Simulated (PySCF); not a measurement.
**Spectroscopy problems**

[PySCF 2.14: J couplings at B3LYP/pcJ-1 (spin–dipole term left out of most H,H and C,H couplings); PBE0/pcSseg-1 with gauge-including orbitals; GFN2-xTB geometry; rapidly exchanging positions averaged; relativity neglected; one conformer; gas phase]

Shifts are taken against calculated references (same method and geometry level): $^{1}$H (σ = 31.72 ppm), $^{13}$C (σ = 186.93 ppm) vs TMS. Multiplet labels drop J under 1 Hz and among equivalent protons, and merge close values. Unscaled 3J(H,H) run several per cent high. Splittings of carbon signals by F and P are missing where no couplings were computed. Where no couplings were computed, multiplicities follow the n + 1 count of equivalent neighbours, and m marks all less simple cases (inequivalent or close neighbours, rings, F or P nearby). Shifts are as computed. Against solution values, carbons near 30 ppm lie about +3 ppm off and those near 130 ppm about +5 ppm. Of 1211 compounds with measured shifts, 218 miss one by over three times the rms of a fit or turn the order of signals round; such compounds aren't used in these exercises. OH and NH positions are gas-phase values without hydrogen bonding to other molecules.

**Question.** C7H10NOP. $^{1}$H NMR (600 MHz, computed): δ 6.91 (m, 2H), 6.87 (m, 1H), 6.59 (m, 2H), 6.52 (m, 1H), 6.48 (m, 1H), 1.63 (m, 3H). $^{13}$C{$^{1}$H} NMR (computed): δ 142.2, 140.4, 122.7, 117.8, 22.2. Identify the compound.

**Answer.** `C=C[P@@](C)(=O)n1cccc1`. 5 carbon signals for 7 carbons: some carbons are equivalent by symmetry or fast rotation. Carbon types of the structure: 5 × CH, 1 × CH2, 1 × CH3, which accounts for all hydrogens. δC 142.2: terminal =CH2 carbon; an sp2 carbon of a C=C bond. δC 140.4: alkene CH; as expected for a trigonal carbon in a double bond. δC 122.7: aromatic CH next to a ring nitrogen. δC 117.8: aromatic CH.

The shifts were computed for this structure.

**Question.** C7H12O. $^{1}$H NMR (400 MHz, computed): δ 5.30 (m, 1H), 5.21 (m, 1H), 3.44 (s, 3H), 3.08 (m, 1H), 1.97 (s, 3H), 1.48 (m, 1H), 0.63 (m, 1H), 0.54 (m, 1H). $^{13}$C{$^{1}$H} NMR (computed): δ 154.3, 119.6, 60.9, 60.3, 27.8, 26.4, 11.6. Give a structure.

**Answer.** `InChI=1S/C7H12O/c1-5(2)6-4-7(6)8-3/h6-7H,1,4H2,2-3H3/t6-,7-/m0/s1`. Rings plus π bonds: 2 (1 ring in the answer). 7 carbon signals for 7 carbons: no two carbons are equivalent. Carbon types of the structure: 1 × C, 2 × CH, 2 × CH2, 2 × CH3, which accounts for all hydrogens. δC 154.3: fully substituted alkene carbon; as expected for a trigonal carbon in a double bond. δC 119.6: terminal =CH2 carbon; as expected for a trigonal carbon in a double bond. δC 60.9, 27.8, 11.6: three-membered-ring carbon. δC 60.3: methyl carbon bonded to O; pulled downfield by the heteroatom.

The shifts were computed for this structure.

**Question.** C7H10NOP. $^{1}$H NMR (300 MHz, computed): δ 8.19 (m, 1H), 7.85 (m, 1H), 4.12 (q, 2H), 2.67 (s, 3H), 1.48 (t, 3H). $^{13}$C{$^{1}$H} NMR (computed): δ 197.2, 159.0, 154.1, 138.7, 51.0, 31.5, 21.5. Give a structure.

**Answer.** SMILES CCn1cpc(C(C)=O)c1. 7 carbon signals for 7 carbons: no two carbons are equivalent. Carbon types of the structure: 2 × C, 2 × CH, 1 × CH2, 2 × CH3, which accounts for all hydrogens. δC 197.2: ketone carbonyl carbon; the double bond to the heteroatom, with no lone-pair donor beside it, deshields it most. δC 159.0, 138.7: aromatic CH next to a ring nitrogen. δC 154.1: substituted aromatic carbon. δH 2.67: hydrogen on a methyl carbon α to a carbonyl; α to C=O.

The data come from this structure; uniqueness wasn't tested.

**Question.** C7H12O. $^{1}$H NMR (300 MHz, computed): δ 4.26 (m, 1H), 3.92 (m, 1H), 3.86 (m, 1H), 3.79 (m, 1H), 2.14 (m, 1H), 1.30 (m, 1H), 1.14 (d, 3H), 0.77 (m, 1H), 0.46 (m, 1H), 0.12 (m, 1H). $^{13}$C{$^{1}$H} NMR (computed): δ 81.2, 72.9, 36.0, 27.8, 21.8, 21.7, 18.6. Identify the compound.

**Answer.** `C[C@@H]1C[C@]12CCOC2`. Rings plus π bonds: 2 (2 rings in the answer). 7 carbon signals for 7 carbons: no two carbons are equivalent. Carbon types of the structure: 1 × C, 1 × CH, 4 × CH2, 1 × CH3, which accounts for all hydrogens. δC 81.2, 72.9: sp3 CH2 bonded to O; the inductive effect lowers its shielding. δC 27.8, 21.8, 21.7: three-membered-ring carbon; carbons of three-membered rings are unusually shielded. δC 18.6: methyl carbon; saturated and bonded to C and H only. δH 0.77, 0.46, 0.12: hydrogen on a three-membered-ring carbon; cyclopropane-type protons are shielded by the ring.

The shifts were computed for this structure.

**Question.** C3H6O. $^{1}$H NMR (300 MHz, computed): δ 3.37 (tt, J = 7.4, 3.6 Hz, 1H), 0.49 (m, 2H), 0.15 (m, 2H), -0.91 (br s, 1H). $^{13}$C{$^{1}$H} NMR (computed): δ 50.9, 8.1. What is it?

**Answer.** `OC1CC1`. The formula gives 1 degree of unsaturation (1 ring in the answer). 2 carbon signals for 3 carbons: some carbons are equivalent by symmetry or fast rotation. Carbon types of the structure: 1 × CH, 2 × CH2, leaving 1 H on heteroatoms. δC 50.9, 8.1: three-membered-ring carbon. δH 3.37, 0.49, 0.15: hydrogen on a three-membered-ring carbon. δH -0.91: hydrogen on an alcohol oxygen; exchangeable; this is the value without hydrogen bonding to other molecules.
